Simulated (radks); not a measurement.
Q: These are the eigenvalues of the occupied orbitals of an atom or ion with whole-number occupations (eV). Method: scalar-relativistic Kohn-Sham, r2SCAN, spin-unpolarised, spherical densities, finite nucleus; meta-GGA in the generalised Kohn-Sham scheme; Fermi nuclear charge, rms radius of each element as measured or else 0.836 A^(1/3) + 0.57 fm; computed with a radial shooting solver on a logarithmic mesh with Libxc functionals.

| orbital | eigenvalue |
|---|---|
| 1s | -78532.50 |
| 2s | -13853.72 |
| 2p | -12010.31 |
| 3s | -3292.256 |
| 3p | -2752.978 |
| 3d | -2166.555 |
| 4s | -741.7500 |
| 4p | -564.1244 |
| 4d | -347.1381 |
| 5s | -139.2000 |
| 4f | -106.4852 |
| 5p | -92.4593 |
| 5d | -38.9024 |

Which element is it, and in what charge state? The configuration may be excited.

A: Z = 78, platinum, charge +3: Pt3+ in [Xe] 4f14 5d7. The list shows which subshells hold electrons but not how many an open one holds; the 1s level, -2886 hartree, gives Z - s = 76.0 by -(Z - s)^2/2, which with screening and relativity narrows Z to a few neighbours, and the depths of the outer levels then fix element, charge and occupations together.
